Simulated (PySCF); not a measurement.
Computed IR spectrum (relative IR intensity) of a molecule C₇H₈. The structure is a stationary point at ωB97X-D3(BJ)/def2-SVP. One conformer was computed; it need not be the lowest. Level of theory: ωB97X-D3(BJ)/def2-SVP (PySCF). Frequencies are harmonic and unscaled.

ν (cm⁻¹): 434 (w), 518 (w), 559 (vw), 696 (s), 769 (vs), 802 (vw), 832 (m), 909 (vw), 922 (w), 946 (vw), 966 (w), 1001 (vw), 1081 (vw), 1257 (vw), 1287 (w), 1358 (m), 1486 (vw), 1669 (w), 3095 (s), 3158 (vs), 3161 (w), 3167 (s), 3237 (w), 3261 (m), 3263 (w) (against the strongest line: vs over 80 %, s over 45 %, m over 15 %, w over 4 %, vw less)

Question: Pick the molecule that these values belong to.
(A) C1=CC2C=CC1C2
(B) C=C=CCC=C=C
(C) C#C[C@@]1(C)C=CC1
(D) C=C1C=CCC1=C

Answer: A, C1=CC2C=CC1C2
